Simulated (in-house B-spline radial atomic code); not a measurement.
Bi. Computed with a B-spline radial atomic code. Model: non-relativistic spherical atom: semilocal Troullier-Martins pseudo-atom, one channel per l, against all electrons, high spin, G0W0 and RPA with empty states to l = 8, local potential for every l without a channel, a model core (radius 0 = none) keeps its share of the functional.

The core holds an angular momentum without a channel of its own, so the local potential lets valence electrons into it.

Without relativity these are model numbers for so heavy an element.

What the tables leave out is listed at the end.

The pseudopotential gives back the lowest level of each angular momentum of its own functional in the configuration it was made in; a second state of the same l is only approximately right. Exact exchange, RPA and GW see the smooth pseudo-orbitals and miss the exchange with the core, for which the functional's share stands in. The column with an uncorrelated core keeps all orbitals and exact exchange, and so separates missing core correlation from pseudisation. Only the three outermost levels and the lowest empty one were computed. RPA here is direct RPA, with no exchange kernel, and its energies carry an (l + 1/2)⁻⁴ tail. A hybrid on a potential with a model core restores only its own semilocal share of the core's exchange.

Command:
```bash
python run_psgw.py task.json out
```
Settings (lengths in bohr, energies in hartree):
```
Z                      83
electrons              83
configuration          [Xe] 4f14 5d10 6s2 6p3
generated_in           [Xe] 4f14 5d10 6s2 6p3
functional             pbe,pbe
core_shells            11
radius_factor          1
core_correction        False
```

Cost of the run: 78 s on 1 thread of Arm Neoverse N1, with other jobs on the host.

Given: made with PBE; model core radius 0 bohr; local radius 1.076 bohr; mean-field start PBE.

Valence shells of the generating configuration: 5p, 5d, 6s, 6p.

Channel: s 2.124, p 0.891, d 1.025 (radii in bohr).

Computed: largest level miss in the spin-unpolarised generating configuration 0.102 eV; valence RPA correlation energy all-electron orbitals -1.1828 hartree; valence RPA correlation energy pseudo -1.5067 hartree; all-electron RPA polarisability, core included 46.293 bohr³.

| level | occupied | mean-field all-electron (eV) | mean-field pseudo minus all (eV) | G0W0 all-electron (eV) | G0W0 uncorrelated core minus all (eV) | G0W0 pseudo minus all (eV) | exchange self-energy all-electron (eV) | exchange self-energy pseudo (eV) |
| --- | --- | --- | --- | --- | --- | --- | --- | --- |
| 6p up | 1 | -5.3391 | -0.109 | -8.5982 | 0.031 | -0.052 | -14.166 | -13.163 |
| 6p down (empty) | 0 | -3.5686 | -0.096 | -1.4204 | 0.032 | 0.023 | -4.3024 | -3.2133 |

What is the pseudo-atom RPA polarisability?

44.853 bohr³.

Given: mean-field start PBE0.

Computed: valence RPA correlation energy all-electron orbitals -1.1249 hartree; valence RPA correlation energy pseudo -1.436 hartree; pseudo-atom RPA polarisability 38.724 bohr³.

```
          level  occupied  mean-field all-electron (eV)  mean-field pseudo minus all (eV)  G0W0 all-electron (eV)  G0W0 uncorrelated core minus all (eV)  G0W0 pseudo minus all (eV)  exchange self-energy all-electron (eV)  exchange self-energy pseudo (eV)
          6p up         1                       -6.3458                            -0.018                 -8.8507                                  0.034                        0.02                                 -14.214                            -13.13
        6s down         1                       -11.005                             -0.53                  -13.66                                  0.038                      -1.318                                 -14.381                           -15.203
6p down (empty)         0                       -2.7085                             0.007                 -1.1708                                  0.031                       0.061                                 -3.9672                           -2.9525
```

What is the all-electron RPA polarisability, core included?

39.225 bohr³.

Given: mean-field start Hartree-Fock.

Computed: valence RPA correlation energy all-electron orbitals -0.9849 hartree; valence RPA correlation energy pseudo -1.2612 hartree; all-electron RPA polarisability, core included 29.844 bohr³.

```csv
level,occupied,mean-field all-electron (eV),mean-field pseudo minus all (eV),G0W0 all-electron (eV),G0W0 uncorrelated core minus all (eV),G0W0 pseudo minus all (eV),exchange self-energy all-electron (eV),exchange self-energy pseudo (eV)
6p up,1,-8.7455,0.367,-9.2223,0.034,0.246,-13.997,-12.686
6s down,1,-12.125,-2.838,-13.804,0.044,-1.775,-13.774,-17.253
```

What is the pseudo-atom RPA polarisability?

30.907 bohr³.

Among the listed levels the largest G0W0 shift of the pseudo-atom is -1.77 eV, for 6s down on the Hartree-Fock start, while leaving the core uncorrelated moves that level by +0.04 eV. So pseudisation and the lost core exchange, not the missing core correlation, make the error. Not in the tables (levels of low weight, unsolved or above zero; the highest and the empty levels are kept at any weight): on PBE the G0W0 levels 6s down (pseudo minus all -0.98 eV, weights 0.66 and 0.76), 6s up (pseudo minus all -1.32 eV, weights 0.08 and 0.07); on PBE0 the G0W0 levels 6s up (pseudo minus all -1.59 eV, weights 0.06 and 0.12); on Hartree-Fock the G0W0 levels 6s up (pseudo minus all -1.23 eV, weights 0.69 and 0.83).
